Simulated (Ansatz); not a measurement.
Wavefunction ladder for CH8B3NS

Cartesian coordinates in Å:
```
B -1.037 0.219 -1.417
C -0.897 0.198 0.109
N -1.594 0.049 1.180
B 0.557 0.457 -0.307
B 1.554 -0.860 0.030
S 2.662 -0.873 1.423
H -1.576 1.187 -1.881
H 0.297 0.442 -1.639
H -1.190 -0.848 -1.949
H -1.174 0.095 2.099
H -2.588 -0.129 1.147
H 0.944 1.577 -0.092
H 1.550 -1.903 -0.558
H 2.492 0.390 1.855
```

Total charge 0; spin multiplicity 1. The bonds changed during the relaxation, so this is another structure than the one it started from. The structure was optimised at the PBE0-D4/def2-TZVP level. It is one conformer, not always the lowest. Frozen core, restricted reference, Ansatz. CBS rows extrapolate triple and quadruple zeta; past MP2 they add the triple-zeta difference.

```csv
basis,HF (Eh),MP2 corr.
def2-SVP,-568.28496,-0.70742
def2-TZVPP,-568.60865,-0.87599
def2-QZVPP,-568.62762,-0.93585
```

Task: Estimate the CCSD correlation energy and the (T) correction in each basis where they were run (hartree).

Result: 
```tsv
basis	CCSD corr.	(T)
def2-SVP	-0.78113	-0.02707
def2-TZVPP	-0.94159	-0.04257
CBS(def2)	-1.04580	as TZ
```
